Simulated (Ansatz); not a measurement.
Ideal-gas functions of CH5BSiTe (`[TeH][SiH]1BC1`) at 800 K and 1 bar, from an Ansatz frequency run at PBE0-D4/def2-TZVP.

Molar mass 183.55 g/mol, point group C1 (symmetry number 1), electronic degeneracy 1, moments of inertia 47.715, 391.103, 408.36 u Å². Harmonic wavenumbers (cm⁻¹, unscaled): 132, 159, 174, 326, 334, 511, 556, 571, 620, 704, 774, 792, 879, 976, 1172, 1417, 2139, 2212, 2698, 3102, 3163.

Use S(trans) = R[1.5 ln M + 2.5 ln T − 1.1517]; rotational temperatures θ = 24.2544 K / I; S(rot) = R[ln(√π/σ · √(T³/θAθBθC)) + 1.5]; for each mode x = 1.438777 ν̃/T, S = R[x/(eˣ − 1) − ln(1 − e⁻ˣ)] and H = RT x/(eˣ − 1); 1 cm⁻¹ = 0.0119627 kJ/mol; R = 8.31446 J/(mol·K).

Problem. By hand: the entropy, in J/(mol·K).

Solution. Translation 194.4. Rotation: θ = 0.5083, 0.062, 0.0594 K, giving 126.7. Vibration, mode by mode: 20.29, 18.75, 18.01, 12.87, 12.68, 9.30, 8.65, 8.45, 7.83, 6.89, 6.20, 6.04, 5.32, 4.63, 3.50, 2.47, 0.88, 0.79, 0.38, 0.21, 0.19, in all 154.3. Electronic 0.0. Sum 475.4 J/(mol·K).

Problem. By hand: H − E and G − E in kJ/mol, counted from the electronic energy.

Solution. Zero-point energy ½ × 23411 × 0.0119627 = 140.0; thermal vibration 61.9; translation, rotation and pV give 4 RT = 26.6. H − E = 228.5 kJ/mol, and G − E = 228.5 − 800 × 475.4/1000 = -151.8 kJ/mol.

Vibration gives 32 % of the entropy, 20.3 J/(mol·K) of it from the mode under 150 cm⁻¹: soft modes count most, and the harmonic formula is weakest for them. The sum counts one conformer and one mirror image; others add a mixing term.
